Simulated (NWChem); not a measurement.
System: SiHOF$_{3}$; SMILES O[Si](F)(F)F

NWChem input:

```
start job
memory heap 200 mb stack 900 mb global 1100 mb
geometry units angstroms noautoz
  O      0.924398    -1.342275     0.005518
  Si    -0.005538    -0.017854    -0.000034
  F      0.254775     0.903707    -1.277954
  F     -1.524906    -0.486002    -0.009860
  F      0.238445     0.902969     1.281635
  H      1.881545    -1.256501     0.011519
end
basis spherical
  O library def2-svp
  Si library def2-svp
  F library def2-svp
  H library def2-svp
end
dft
  xc xcamb88 1.00 lyp 0.81 vwn_5 0.19 hfexch 1.00
  cam 0.33 cam_alpha 0.19 cam_beta 0.46
  iterations 150
end
tddft
  cis
  nroots 6
  notriplet
end
task tddft energy
```

Output (shortened):

```
             Northwest Computational Chemistry Package (NWChem) 7.3.0
             --------------------------------------------------------

 CS  symmetry detected

                             Geometry "geometry" -> ""
                             -------------------------

 Output coordinates in angstroms (scale by  1.889725989 to convert to a.u.)

  No.       Tag          Charge          X              Y              Z
 ---- ---------------- ---------- -------------- -------------- --------------
    1 O                    8.0000     1.12822726    -1.16932797     0.00000000
    2 Si                  14.0000    -0.00205631    -0.01115625     0.00000000
    3 F                    9.0000     0.09912781     0.93854823    -1.27982056
    4 F                    9.0000    -1.42673172    -0.71687439     0.00000000
    5 F                    9.0000     0.09912781     0.93854823     1.27982056
    6 H                    1.0000     2.05925503    -0.93118752     0.00000000

 Effective nuclear repulsion energy (a.u.)     267.3482745145

      Symmetry information
      --------------------

 Group name             Cs
 Group number              2
 Group order               2
 No. of unique centers     5

                                 NWChem DFT Module
                                 -----------------

 Summary of "ao basis" -> "ao basis" (spherical)
 ------------------------------------------------------------------------------
       Tag                 Description            Shells   Functions and Types
 ---------------- ------------------------------  ------  ---------------------
 O                          def2-svp                 6       14   3s2p1d
 Si                         def2-svp                 8       18   4s3p1d
 F                          def2-svp                 6       14   3s2p1d
 H                          def2-svp                 3        5   2s1p

      Symmetry analysis of basis
      --------------------------

        a'         51
        a"         28

            General Information
            -------------------
          SCF calculation type: DFT
          Wavefunction type:  closed shell.
          No. of atoms     :     6
          No. of electrons :    50
           Alpha electrons :    25
            Beta electrons :    25
          Charge           :     0
          Spin multiplicity:     1
          Use of symmetry is: off; symmetry adaption is: on
          Maximum number of iterations: 150
          AO basis - number of functions:    79
                     number of shells:    35
          Convergence on energy requested:  1.00D-06
          Convergence on density requested:  1.00D-05
          Convergence on gradient requested:  5.00D-04

[...]

                                NWChem TDDFT Module
                                -------------------

            General Information
            -------------------
           No. of orbitals :     158
            Alpha orbitals :      79
             Beta orbitals :      79
        Alpha frozen cores :       0
         Beta frozen cores :       0
     Alpha frozen virtuals :       0
      Beta frozen virtuals :       0
         Spin multiplicity :       1
    Number of AO functions :      79
        Use of symmetry is : off
      Symmetry adaption is : on
         Schwarz screening :  0.10D-07

              XC Information
              --------------
              Hartree-Fock (Exact) Exchange   1.00
            CAM-Becke88 Exchange Functional   1.00
               VWN V Correlation Functional   0.19 local
       Lee-Yang-Parr Correlation Functional   0.81
           Alpha           :  0.19
           Beta            :  0.46
           Gamma           :  0.33

             TDDFT Information
             -----------------
          Calculation type : Tamm-Dancoff TDDFT
         Wavefunction type : Restricted singlets
          No. of electrons :      50
           Alpha electrons :      25
            Beta electrons :      25
              No. of roots :       6
          Max subspacesize :    5200
            Max iterations :     100
               Target root :       1
           Target symmetry : none
      Symmetry restriction : off
                 Algorithm : Optimal
        Davidson threshold :  0.10D-03

    6 smallest eigenvalue differences (eV)
--------------------------------------------------------
  No. Spin  Occ  Vir  Irrep   E(Occ)    E(Vir)   E(Diff)
--------------------------------------------------------
    1    1   25   26 a"       -0.440     0.051    13.368
    2    1   24   26 a'       -0.466     0.051    14.082
    3    1   23   26 a"       -0.494     0.051    14.837
    4    1   25   27 a"       -0.440     0.123    15.328
    5    1   22   26 a'       -0.512     0.051    15.334
    6    1   21   26 a"       -0.515     0.051    15.404
--------------------------------------------------------

  Entering Davidson iterations
  Restricted singlet excited states

  Iter   NTrls   NConv    DeltaV     DeltaE      Time
  ----  ------  ------  ---------  ---------  ---------
    1      6       0     0.10E+00   0.10+100        7.9
    2     12       0     0.40E-01   0.13E-01        5.4
    3     18       0     0.22E-01   0.26E-02        5.6
    4     24       0     0.21E-01   0.14E-02        5.5
    5     30       0     0.12E-01   0.78E-03        5.7
    6     36       1     0.48E-02   0.18E-03        5.9
    7     41       1     0.19E-02   0.37E-04        5.7
    8     46       4     0.79E-03   0.56E-05        7.5
    9     48       5     0.45E-03   0.10E-05        4.9
   10     49       5     0.20E-03   0.31E-06        4.5
   11     50       5     0.11E-03   0.71E-07        4.5
   12     51       6     0.95E-04   0.19E-07        4.6
  ----  ------  ------  ---------  ---------  ---------
  Convergence criterion met

  Ground state a'       -664.614047369729 a.u.

[...]
```

Level: CAM-B3LYP/def2-SVP, TDA. The geometry was optimised at PBE0/def2-SVP.
